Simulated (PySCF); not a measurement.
Species: WOF4 (singlet state).
Geometry (PBE0-D3(BJ)/def2-SVP, Å), atoms numbered from 1 in this order:
```
atom  x, y, z in Å
W1     0.0001   -0.0001    0.0415
O2     0.0005   -0.0091    1.7116
F3     1.7898    0.0056   -0.4392
F4    -0.0037    1.7924   -0.4283
F5    -1.7899   -0.0012   -0.4379
F6     0.0032   -1.7876   -0.4477
```

Computed with PySCF, PBE0-D3(BJ)/def2-SVP geometry optimisation, gas phase, def2 core potentials past Kr.

Question: Which atoms are bound to W1, and at what distances?

Answer: 5 atoms: O2 1.670 Å, F4 1.853 Å, F5 1.853 Å, F3 1.853 Å, F6 1.853 Å.

Question: List the angles at W1.

Answer: 
| angle | degrees | distance of the outer atoms (Å) |
| --- | --- | --- |
| F4–W1–F6 | 150.0 | 3.58 |
| F3–W1–F5 | 150.0 | 3.58 |
| O2–W1–F3 | 105.0 | 2.80 |
| O2–W1–F5 | 105.0 | 2.80 |
| O2–W1–F6 | 105.0 | 2.80 |
| O2–W1–F4 | 105.0 | 2.80 |
| F3–W1–F4 | 86.2 | 2.53 |
| F4–W1–F5 | 86.2 | 2.53 |
| F3–W1–F6 | 86.2 | 2.53 |
| F5–W1–F6 | 86.1 | 2.53 |

Question: What is the shape at W1?

Answer: Square pyramidal: τ5 = (β − α)/60° = 0.00 from the two widest angles, 150.0° and 150.0° (0 for a square pyramid, 1 for a trigonal bipyramid).

Question: What are the rotational constants (commonest isotopes, rigid rotor)?

Answer: A = 2754, B = 2754, C = 2076 MHz: an oblate symmetric top.

Point group: C4v (every atom within 0.08 Å of its image). Charge 0, singlet. Whether it is a minimum is left open (no frequencies).

The run took 24 s wall on one thread of an Arm Neoverse V2, shared host. That covers the optimisation of the geometry.
